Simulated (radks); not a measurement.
Effect of the nuclear size on the ytterbium ion Yb39+, [Ar] 3d10 4s2 4p1. Calculated with a radial shooting solver on a logarithmic mesh with Libxc functionals: Dirac Kohn-Sham, exchange-only LDA, spin-unpolarised, spherical densities, finite nucleus; open shells fill j = l - 1/2 first; Fermi nuclear charge, rms radius 5.3108 fm. The rms radius is varied about that value; shifts are against it.

\begin{tabular}{lrrrrrrrrr}
rms radius (fm) & total energy shift (eV) & density at nucleus (e/bohr^3) & 1s1/2 shift (meV) & 2s1/2 shift (meV) & 3s1/2 shift (meV) & 3p1/2 shift (meV) & 4s1/2 shift (meV) & 4p1/2 shift (meV) & 5s1/2 (empty) shift (meV) \\ \hline
4.3549 & -13.1 & 1.09e+06 & -5340 & -727 & -163 & 1.28 & -53.0 & 0.639 & -23.7 \\
5.0665 & -3.52 & 1.04e+06 & -1430 & -195 & -43.8 & 0.341 & -14.2 & 0.171 & -6.37 \\
5.3108 & 0 & 1.025e+06 & 0.000 & 0.000 & 0.000 & 0.000 & 0.000 & 0.000 & 0.000 \\
5.6666 & 5.34 & 1.005e+06 & 2170 & 296 & 66.3 & -0.513 & 21.6 & -0.257 & 9.64 \\
6.118 & 12.4 & 9.815e+05 & 5070 & 689 & 155 & -1.19 & 50.3 & -0.598 & 22.5 \\
\end{tabular}

Slopes of the eigenvalues against <r^2> in GHz/fm^2, as finite differences over the two radii next to the reference (eigenvalue slopes, not the field-shift constants of lines): 1s1/2 135000, 2s1/2 18400, 3s1/2 4130, 3p1/2 -32.1, 4s1/2 1340, 4p1/2 -16.1, 5s1/2 (empty) 601.
